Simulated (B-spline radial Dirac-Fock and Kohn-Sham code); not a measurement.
# Binding energies of Rh⁶⁺ at several levels of theory

System: Rh⁶⁺, 1s2 2s2 2p6 3s2 3p6 3d10 4s2 4p6 4d3.

The density-functional columns are spherical, spin-unpolarised Dirac-Kohn-Sham results without Breit or QED terms: −ε is minus the orbital energy of the initial state and ΔSCF the difference of two total energies. The reference in the last column comes from Dirac-Fock (average of configuration) total-energy differences with a finite nucleus, the Breit interaction including its frequency dependence, and self-energy and vacuum-polarisation corrections. All numbers are from an atomic code on a B-spline grid, in eV; a selection of levels is shown. The Kohn-Sham columns are given as differences from the reference. For the 1s level of heavy atoms much of the gap between ΔSCF and the reference is the Breit and QED part, -68.1 eV here; for other levels the error of the functional can be larger.

```tsv
level	LDA −ε − DF	LDA ΔSCF − DF	PBE −ε − DF	PBE ΔSCF − DF	Dirac-Fock
K (1s)	-239.8	+60.4	-210.0	+91.2	23330.1
L1 (2s)	-100.5	-44.6	-97.0	-41.4	3530.0
L2 (2p1/2)	-74.9	-6.6	-73.7	-5.6	3259.3
L3 (2p3/2)	-76.7	-11.6	-75.8	-10.8	3116.8
M1 (3s)	-50.9	-29.1	-49.7	-27.9	740.3
M2 (3p1/2)	-40.6	-18.4	-40.2	-18.0	634.0
M3 (3p3/2)	-40.3	-18.6	-39.9	-18.2	608.7
M4 (3d3/2)	-23.4	-0.3	-23.8	-0.6	421.4
M5 (3d5/2)	-23.6	-0.6	-23.9	-1.0	416.6
N1 (4s)	-17.1	-6.3	-17.0	-6.2	188.5
N2 (4p1/2)	-10.8	-0.4	-10.9	-0.5	151.8
N3 (4p3/2)	-10.8	-0.7	-10.9	-0.7	147.4
N4,5 (4d)	-7.5	+1.5	-7.7	+1.3	95.68
```

Values without a named source are computed, but for edge energies of neutral atoms, which are taken from tables.
